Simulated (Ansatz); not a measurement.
Cost and result for the atomization energy of `BC(=C)N1C[SiH2]1` (14 atoms, 14 bonds).

```xyz
14

B     0.2777    1.3183    1.5586
C    -0.3141    0.8059    0.2312
C    -1.3917    1.4560   -0.2621
N     0.2673   -0.2453   -0.4496
C     1.1692   -1.2834    0.0640
Si    0.0867   -1.6521   -1.3835
H    -0.2617    2.2322    2.1068
H     1.2548    0.8258    2.0429
H    -1.8073    2.2941    0.2789
H    -1.8632    1.1763   -1.2011
H     0.9071   -1.7142    1.0326
H     2.2350   -1.0805   -0.0359
H     0.5522   -1.6307   -2.7883
H    -1.1121   -2.5024   -1.1945
```

Charge 0, multiplicity 1. Geometry: relaxed with PBE0-D4/def2-TZVP. It is one conformer, not always the lowest. Program: Ansatz. All runs use 4 threads of an Arm Neoverse V1 on a shared host. Times are those of one run each, without the atoms' runs, and a repeat can differ threefold. Electronic energies, without spin–orbit coupling; frozen cores. CCSD(T)/CBS adds CCSD(T) − MP2 in def2-TZVPP to the MP2 limit, and its time is that of the two runs behind it. T1 = 0.013; the RHF reference is unstable towards UHF. B3LYP takes the VWN-RPA correlation (the form of Gaussian; ORCA's B3LYP/G).

CCSD(T)/CBS is a level of theory with its own doubt, some kJ/mol a heavy atom from the limit and from the frozen cores, so smaller differences don't rank the functionals.

| level | functions | wall time | atomization (kJ/mol) | difference from CCSD(T)/CBS | per bond |
| --- | --- | --- | --- | --- | --- |
| PBE-D4/def2-TZVPP (with forces) | 309 | 3.7 s | 5424.5 | 154.3 | 11.0 |
| PBE0-D4/def2-TZVPP | 309 | 4.3 s | 5332.1 | 61.9 | 4.4 |
| r2SCAN-D4/def2-TZVPP (with forces) | 309 | 7 s | 5313.6 | 43.4 | 3.1 |
| B3LYP-D4/def2-TZVPP (with forces) | 309 | 7.5 s | 5316.6 | 46.4 | 3.3 |
| B2PLYP/def2-TZVPP | 309 | 9.5 s | 5245.2 | -25.0 | -1.8 |
| ωB97X-V/def2-TZVPP | 309 | 11 s | 5310.3 | 40.1 | 2.9 |
| ωB97M-V/def2-TZVPP (with forces) | 309 | 17 s | 5313.1 | 42.9 | 3.1 |
| MP2/def2-QZVPP | 595 | 44 s | 5301.3 | 31.1 | 2.2 |
| CCSD(T)/def2-TZVPP | 309 | 18 min | 5133.6 | -136.6 | -9.8 |
| CCSD(T)/CBS(def2) | – | 19 min | 5270.2 | 0.0 | 0.0 |

In def2-TZVPP, CCSD(T) changes the Hartree–Fock value by +1281.3 kJ/mol (the triples alone add +84.9 kJ/mol) and MP2 by +1367.6 kJ/mol; breaking electron pairs costs correlation energy, which Hartree–Fock lacks. From PBE to PBE0 (25 % exact exchange), in def2-TZVPP and without D4, the atomization energy moves by −87.5 kJ/mol: exact exchange takes away binding that semilocal exchange gives to molecules. The D4 term adds +52.0 kJ/mol with B3LYP and +27.6 kJ/mol with PBE0; it sums over pairs of atoms, weighted by their polarisabilities, and B3LYP, whose exchange is more repulsive, gets the larger term.
